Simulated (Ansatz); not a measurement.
Consider the formal exchange of groups at the Si–C bond: `CC[Si](F)(F)Cl` + `N#CCBr` → `F[Si](F)(Cl)Br` + `CCCC#N`.

Program: Ansatz. Geometries: PBE0-D4/def2-TZVP. ΔE: electronic, gas phase. CCSD(T)/CBS is the MP2 limit (def2-TZVPP, def2-QZVPP) plus CCSD(T) − MP2 in def2-TZVPP, frozen cores. Functionals use def2-TZVPP. HSE06 is defined as in plane-wave codes. For Br outer-core shells are correlated without core-valence functions, which leaves a few kJ/mol of doubt a bond. Scalar relativity is left out up to krypton. Each species was taken in one conformer, which may not be the lowest.

`CC[Si](F)(F)Cl`:

```xyz
11

C     0.827   -0.996   -0.677
C     0.624    0.303    0.104
Si   -1.137    0.647    0.509
F    -1.760   -0.524    1.373
F    -2.014    0.742   -0.806
Cl   -1.376    2.378    1.544
H     0.293   -0.978   -1.629
H     1.885   -1.157   -0.894
H     0.469   -1.861   -0.114
H     1.007    1.161   -0.458
H     1.182    0.285    1.046
```

`N#CCBr`:

```xyz
6

N     1.075    1.358    1.308
C     0.463    0.682    0.609
C    -0.324   -0.150   -0.271
Br    0.527   -1.868   -0.567
H    -0.439    0.325   -1.243
H    -1.303   -0.346    0.163
```

`F[Si](F)(Cl)Br`:

Z-matrix (Å, degrees):
```
Si
F 1 1.572
Cl 1 2.009 2 109.1
Br 1 2.171 2 109.4 3 -123.0
F 1 1.572 2 107.6 3 118.2
```

`CCCC#N`:

```xyz
12

C     1.601   -0.115   -0.055
C     0.229    0.171    0.528
C    -0.882   -0.116   -0.483
C    -2.207    0.150    0.051
N    -3.245    0.368    0.494
H     2.386    0.093    0.674
H     1.794    0.501   -0.937
H     1.694   -1.163   -0.353
H     0.061   -0.434    1.422
H     0.160    1.216    0.843
H    -0.746    0.493   -1.382
H    -0.845   -1.163   -0.802
```

```json
{"level": "BLYP-D4", "ΔE (kJ/mol)": "-102.5", "difference from CCSD(T)/CBS": "16.9"}
{"level": "r2SCAN-D4", "ΔE (kJ/mol)": "-117.2", "difference from CCSD(T)/CBS": "2.2"}
{"level": "PBE0-D4", "ΔE (kJ/mol)": "-115.7", "difference from CCSD(T)/CBS": "3.7"}
{"level": "HSE06-D4", "ΔE (kJ/mol)": "-115.7", "difference from CCSD(T)/CBS": "3.7"}
{"level": "PBE-QIDH", "ΔE (kJ/mol)": "-121.1", "difference from CCSD(T)/CBS": "-1.7"}
{"level": "revPBE", "ΔE (kJ/mol)": "-107.4", "difference from CCSD(T)/CBS": "12.0"}
{"level": "BLYP", "ΔE (kJ/mol)": "-103.8", "difference from CCSD(T)/CBS": "15.6"}
{"level": "HSE06", "ΔE (kJ/mol)": "-116.4", "difference from CCSD(T)/CBS": "3.0"}
{"level": "MP2/def2-SVP", "ΔE (kJ/mol)": "-123.9", "difference from CCSD(T)/CBS": "-4.5"}
{"level": "SCS-MP2/def2-TZVPP", "ΔE (kJ/mol)": "-114.7", "difference from CCSD(T)/CBS": "4.7"}
{"level": "CCSD(T)/CBS", "ΔE (kJ/mol)": "-119.4", "difference from CCSD(T)/CBS": "0"}
```

Largest T1 diagnostic among the species: 0.011.

From r2SCAN to r2SCAN0 (25 % exact exchange), in def2-TZVPP and without D4, ΔE moves by −4.3 kJ/mol. Leaving LDA and LC-ωPBE aside and taking each functional with its dispersion term where it has one, the values, not all of them listed here, spread over 18.9 kJ/mol, from r2SCAN0-D4 to BLYP-D4. LDA lies −6.2 kJ/mol from PBE without D4. In def2-TZVPP, CCSD(T) changes the Hartree–Fock value by +13.2 kJ/mol (the triples alone add +1.9 kJ/mol) and MP2 by +8.8 kJ/mol.
